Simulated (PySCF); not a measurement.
## Electric field gradients and quadrupole coupling constants

Compound: CH₁₀N₂OSi₃.
Atom-mapped SMILES: `[O:1]=[CH:2][NH:3][SiH2:4][N:5]([SiH3:6])[SiH3:7]` (hydrogens: H8 on C2; H9 on N3; H10, H11 on Si4; H12, H13, H14 on Si6; H15, H16, H17 on Si7)

Cartesian coordinates in Å at the GFN2-xTB level; atoms count from 1:
```
atom  x, y, z in Å
O1     3.4616   -0.8823    0.0039
C2     3.0425    0.0857    0.5907
N3     1.7411    0.3893    0.6144
Si4    0.7159   -0.7329   -0.2621
N5    -0.8883   -0.0804   -0.1032
Si6   -2.2059   -1.2102    0.0762
Si7   -1.2427    1.5952   -0.4450
H8     3.7030    0.7785    1.1426
H9     1.4207    1.1998    1.1173
H10    1.1362   -0.7528   -1.6601
H11    0.7789   -2.0198    0.4156
H12   -2.3872   -1.9386   -1.1812
H13   -3.3994   -0.4333    0.4034
H14   -1.8754   -2.1335    1.1587
H15    0.0086    2.3006   -0.7242
H16   -2.1330    1.6846   -1.6038
H17   -1.8838    2.1620    0.7460
```

Field gradients from the PBE0/pcSseg-1 density (PySCF, non-relativistic), principal values in atomic units, ordered |Vxx| ≤ |Vyy| ≤ |Vzz|:

```
atom     Vxx     Vyy      Vzz
  O1  0.7003  0.8256  -1.5260
  N3  0.1241  0.5206  -0.6447
  N5  0.2626  0.3391  -0.6017
```

Problem. Find the asymmetry η = (Vxx − Vyy)/Vzz and the couplings χ = eQV/h (234.96 MHz × Q in barn × V in au), with Q(17O) = −0.0256 b, Q(14N) = 0.02044 b.

Solution. 
```csv
atom,environment,nucleus,η,χzz (MHz),χxx (MHz),χyy (MHz)
O1,amide oxygen,17O,0.08,9.18,-4.21,-4.97
N3,amide nitrogen,14N,0.62,-3.096,0.596,2.500
N5,nitrogen bridging silicon atoms,14N,0.13,-2.890,1.261,1.628
```

The tensor is traceless: Vxx + Vyy + Vzz = 0.

Problem. What is Vzz at O1 in SI units (1 au = 9.71736 × 10²¹ V/m²)?

Solution. -1.5260 au = -14.828 × 10²¹ V/m².

Problem. What couplings would deuterons (Q(2H) = 0.00286 b) have in place of the hydrogens, at this geometry?

Solution. 
```
atom  bonded to  bond length (Å)  Vzz (au)     η  χzz (kHz)
  H8         C2            1.105    0.2751  0.05        185
  H9         N3            1.006    0.4204  0.15        282
 H10        Si4            1.460    0.1620  0.03        109
 H11        Si4            1.456    0.1632  0.04        110
 H12        Si6            1.464    0.1596  0.03        107
 H13        Si6            1.461    0.1610  0.06        108
 H14        Si6            1.461    0.1621  0.04        109
 H15        Si7            1.463    0.1590  0.04        107
 H16        Si7            1.464    0.1600  0.04        107
 H17        Si7            1.467    0.1586  0.02        107
```

One conformer (not necessarily the lowest) at the GFN2-xTB geometry, without solvent, vibrations or thermal averaging. GFN2-xTB bond lengths can be off by several hundredths of an ångström, more for odd bonds, and the gradients follow them. These gradients aren't converged with respect to the basis.
